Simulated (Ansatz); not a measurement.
`[NH2][Ga]([SH])[SH]` + H₂O → `[OH][Ga]([SH])[SH]` + NH₃  (formal hydrolysis of a Ga–N bond)

Isolated molecules relaxed with PBE0-D4/def2-TZVP in Ansatz; ΔE leaves out vibrations. CCSD(T)/CBS adds triple-zeta CCSD(T) − MP2 to the extrapolated MP2 energy (def2 sets, frozen cores). This one scheme is used for every species. Functionals use def2-TZVPP. B3LYP here is the variant with VWN-RPA as its local correlation; programs differ in this. HSE06 is defined as in plane-wave codes. For Ga outer-core shells are correlated without core-valence functions, which leaves a few kJ/mol of doubt a bond. Scalar relativity is left out up to krypton. Each species was taken in one conformer, which may not be the lowest.

`[NH2][Ga]([SH])[SH]`:

Z-matrix (Å, degrees):
```
N
Ga 1 1.807
H 1 1.005 2 122.8
H 1 1.005 2 122.8 3 161.9
S 2 2.200 1 118.3 3 10.0
S 2 2.200 1 118.3 3 -171.9
H 5 1.342 2 94.2 1 178.4
H 6 1.342 2 94.2 1 -178.5
```

H₂O:

Cartesian coordinates in Å:
```
O 0.372 -0.085 -0.075
H 0.035 0.560 0.551
H -0.407 -0.475 -0.476
```

`[OH][Ga]([SH])[SH]`:

```xyz
7

O    -0.122    0.113   -1.503
Ga   -0.072    0.077    0.278
S    -1.406    1.471    1.302
S     1.237   -1.272    1.414
H     0.467   -0.508   -1.935
H    -1.875    1.943    0.133
H     1.770   -1.824    0.311
```

NH₃:

Z-matrix (Å, degrees):
```
N
H 1 1.013
H 1 1.013 2 107.1
H 1 1.013 2 107.1 3 -114.5
```

| level | ΔE (kcal/mol) | difference from CCSD(T)/CBS |
| --- | --- | --- |
| LDA (SPW92) | -4.1 | -0.5 |
| PBE-D4 | -5.2 | -1.6 |
| revPBE-D4 | -5.1 | -1.5 |
| BLYP-D4 | -5.8 | -2.2 |
| r2SCAN-D4 | -5.6 | -2.0 |
| B97M-V | -6.8 | -3.2 |
| PBE0-D4 | -4.3 | -0.7 |
| B3LYP-D4 | -5.1 | -1.5 |
| r2SCANh-D4 | -5.2 | -1.6 |
| r2SCAN0-D4 | -4.7 | -1.1 |
| HSE06-D4 | -4.3 | -0.7 |
| BHLYP-D4 | -4.5 | -0.9 |
| CAM-B3LYP-D4 | -4.9 | -1.3 |
| ωB97X-V | -5.0 | -1.4 |
| B2PLYP | -5.6 | -2.0 |
| PBE-QIDH | -4.3 | -0.7 |
| PBE | -5.7 | -2.1 |
| revPBE | -6.1 | -2.5 |
| BLYP | -6.8 | -3.2 |
| r2SCAN | -5.7 | -2.1 |
| PBE0 | -4.7 | -1.1 |
| B3LYP | -5.9 | -2.3 |
| r2SCANh | -5.4 | -1.8 |
| r2SCAN0 | -4.9 | -1.3 |
| BHLYP | -5.3 | -1.7 |
| LC-ωPBE | -4.2 | -0.6 |
| RPA@PBE/def2-TZVPP | -5.1 | -1.5 |
| HF/def2-SVP | -5.4 | -1.8 |
| MP2/def2-SVP | -5.9 | -2.3 |
| CCSD/def2-SVP | -5.9 | -2.3 |
| CCSD(T)/def2-SVP | -6.0 | -2.4 |
| HF/def2-TZVPP | -5.3 | -1.7 |
| MP2/def2-TZVPP | -4.4 | -0.8 |
| SCS-MP2/def2-TZVPP | -4.9 | -1.3 |
| CCSD/def2-TZVPP | -4.5 | -0.9 |
| CCSD(T)/def2-TZVPP | -4.7 | -1.1 |
| HF/def2-QZVPP | -5.3 | -1.7 |
| SCS-MP2/def2-QZVPP | -4.3 | -0.7 |
| HF/CBS(def2) | -5.3 | -1.7 |
| MP2/CBS(def2) | -3.3 | 0.3 |
| CCSD(T)/CBS | -3.6 | 0 |

Largest T1 diagnostic among the species: 0.013.

From r2SCAN to r2SCAN0 (25 % exact exchange), in def2-TZVPP and without D4, ΔE moves by +0.9 kcal/mol. Leaving LDA and LC-ωPBE aside and taking each functional with its dispersion term where it has one, the values spread over 2.5 kcal/mol, from B97M-V to PBE0-D4. LDA lies +1.6 kcal/mol from PBE without D4.
